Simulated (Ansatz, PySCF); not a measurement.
Se(OH)(SMe) (CH4OSSe), SMILES [Se](O)SC.

The structure is a stationary point at PBE-D3(BJ)/def2-SVP. This is a generated structure with no PubChem entry under its InChIKey; it may be hypothetical. Other conformers were not sampled.

Vertical ionisation energy (IE) and electron affinity (EA) in eV. Rows of orbital energies are one-electron estimates. Where ΔSCF, EOM or ADC give a negative EA the extra electron is unbound and the value depends on the basis.

| level | IE | EA |
|---|---|---|
| −ε(HOMO), −ε(LUMO), ωB97X/def2-TZVP (PySCF) | 9.16 | -0.98 |
| −ε(HOMO), −ε(LUMO), PBE/def2-TZVP (PySCF) | 5.61 | 2.09 |
| ΔSCF, CAM-B3LYP/def2-SVPD (Ansatz), final states of multiplicity 2 and 2 | 9.17 | -0.31 |
| ΔSCF, PBE/def2-SVPD (Ansatz), final states of multiplicity 2 and 2 | 8.81 | -0.19 |

### Question
What vertical singlet–triplet gap does ΔSCF give with CAM-B3LYP/def2-SVPD (Ansatz, an electronic-structure program) and with PBE/def2-SVPD (Ansatz)? (The exact figures need the calculation; the answer reports its results.)

### Answer
3.37 and 3.21 eV (triplet above singlet where positive).
